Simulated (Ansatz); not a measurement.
`C#C[Si](C#C)(C#C)C#C` + HCl → `C#C[Si](Cl)(C#C)C#C` + `C#C`  (ligand exchange at the Si–C bond)

Calculated with Ansatz (gas phase, PBE0-D4/def2-TZVP geometries, no zero-point term in ΔE). CBS: MP2 limit from def2 TZ/QZ plus the TZ coupled-cluster correction, frozen cores. This one scheme is used for every species. DFT in def2-TZVPP.

```
             level  ΔE (kcal/mol)
            PBE-D4          -14.2
            r2SCAN          -15.0
RPA@PBE/def2-TZVPP          -12.4
      MP2/def2-SVP          -14.1
```

Q: What does CCSD(T)/CBS give? (Best estimate.)

A: The calculation gave: -14.3 kcal/mol. The listed levels differ from it by 0.1, -0.7, 1.9, 0.2 kcal/mol.

Largest T1 diagnostic among the species: 0.014.

Leaving LDA and LC-ωPBE aside and taking each functional with its dispersion term where it has one, the values, not all of them listed here, spread over 1.3 kcal/mol, from ωB97M-V to revPBE-D4. In def2-TZVPP, CCSD(T) changes the Hartree–Fock value by +1.9 kcal/mol (the triples alone add +0.2 kcal/mol) and MP2 by +1.6 kcal/mol. From BLYP to BHLYP (50 % exact exchange), in def2-TZVPP and without D4, ΔE moves by −0.9 kcal/mol.
